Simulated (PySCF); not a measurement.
# A small calculation by hand: chemical shift, span and skew from a shielding tensor

B(H)(SeH)2 (BH3Se2), SMILES [SeH]B[SeH]. Atoms are numbered in the order given.

```xyz
6

B      0.0000     0.0000    -0.8522
H      0.0000     0.0000    -2.0502
Se     0.0000     1.6718     0.1245
H      0.0000     2.5249    -1.0785
Se     0.0000    -1.6718     0.1245
H      0.0000    -2.5249    -1.0785
```

Geometry optimised at B3LYP-D3(BJ)/def2-SVP. The structure was generated by enumeration, and PubChem lists no compound with its InChIKey, so it may never have been made. One conformer was computed; it need not be the lowest.

GIAO shieldings from PBE/pcSseg-1 run with PySCF, non-relativistic, no solvent. The symmetric part of the tensor of Se3 has the principal values 1095.9, 1859.1, 1887.4 ppm. The same nucleus in Me2Se has σ = 1634.8 ppm at this level (PySCF, at its B3LYP-D3(BJ)/def2-TZVP geometry).

### Question
Work out the isotropic shielding, the ⁷⁷Se shift against Me2Se, the span and the skew.

### Answer

σ(iso) = (σ11 + σ22 + σ33)/3 = 1614.1 ppm. δ = σ(ref) − σ(iso) = 1634.8 − (1614.1) = 20.7 ppm.
Span Ω = σ33 − σ11 = 791.5 ppm. Skew κ = 3(σ(iso) − σ22)/Ω = -0.93. Tumbling in solution averages the tensor to δ; in a static solid the shielding alone would spread this spin-1/2 line over Ω.
